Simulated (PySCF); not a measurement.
Gas-phase reaction: GeHCl3 → GeHCl + Cl2

Energies from PySCF (xtb for GFN2), thermal terms from the rigid-rotor harmonic-oscillator model, ideal gas at 1 bar. † marks an energy on the PBE0/def2-TZVP geometry and frequencies; other levels use their own. CCSD(T) freezes the core. All species are closed-shell singlets. B3LYP is the form with VWN-RPA correlation. Ge: all electrons, no relativistic terms. GeHCl: computed as isolated molecules; such fragments, hydroxides, amides, oligomers or adducts are transient or little studied in the gas. CCSD(T) isn't extrapolated to the basis-set limit; its ΔH°(298 K) is 434.8 kJ in def2-SVP and 431.4 kJ in def2-TZVPP. The harmonic model lacks anharmonicity and excited electronic states, which grow with temperature; levels with a mode under 35 cm⁻¹ are left out.

```csv
level,"ΔE electronic, kJ","ΔH°(298 K), kJ","ΔS°(298 K), J/K","ΔG°(1000 K), kJ"
B3LYP/def2-TZVP†,387,378,158,225
CCSD(T)/def2-TZVPP†,440,431,158,278
GFN2-xTB,291,283,151,137
r2SCAN/def2-TZVP†,440,432,158,278
ωB97M-V/def2-TZVP†,420,412,158,258
```
ΔH° is lowest at GFN2-xTB and highest at r2SCAN/def2-TZVP†. No reference value is set beside these.
